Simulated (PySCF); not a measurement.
Vertical excitations of a molecule C₄H₈S from TDA-PBE/def2-SVPD in PySCF, as energy in eV (oscillator strength): 4.25 (0.000), 5.23 (0.030), 5.58 (0.017), 5.73 (0.033), 5.95 (0.011), 6.41 (0.038), 6.59 (0.009), 6.69 (0.008), 6.93 (0.012), 7.09 (0.008). Lowest triplet (TDA): 3.80 eV. Geometry: B3LYP-D3(BJ)/def2-SVP. One conformer was computed; it need not be the lowest.

Q: Pick the molecule that these values belong to.
(A) CC1CSC1
(B) SC1CCC1
(C) C1CCSC1
(D) C[C@H]1CCS1

A: D, C[C@H]1CCS1
